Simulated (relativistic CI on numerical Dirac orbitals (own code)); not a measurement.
## Radial parameters of Tb LV

Method of calculation: Dirac-Coulomb-Breit CI, KLI orbitals optimised for each configuration, QED by a radiative potential, unscaled Slater integrals (own radial code, finite nucleus).

Slater integrals F^k, G^k are unscaled and averaged over j, outside the closed core [Ne]; ζ comes from projecting the Hamiltonian with its Breit term on Σ l·s of the shell.

- 3p: ζ(3p) = 1.0918e+06 cm⁻¹; <r>(3p) = 0.2082, <r^2>(3p) = 0.05017 (bohr units).
- 3d: ζ(3d) = 149430 cm⁻¹; <r>(3d) = 0.1829, <r^2>(3d) = 0.03848 (bohr units).
- 4p: ζ(4p) = 446230 cm⁻¹; <r>(4p) = 0.3919, <r^2>(4p) = 0.1747 (bohr units).

Averages of the first 10 configurations, taken without configuration mixing, which lowers the lowest level and can move excited configurations by several eV; other configurations of the list can lie among them:

```tsv
Configuration	Parity	States	Average energy above the lowest level (eV)
3s	even	2	0.0
3p	odd	6	266.7
3d	even	10	521.7
4s	even	2	2375.6
4p	odd	6	2485.2
4d	even	10	2585.4
4f	odd	14	2630.5
5s	even	2	3433.0
5p	odd	6	3488.2
5d	even	10	3537.9
```
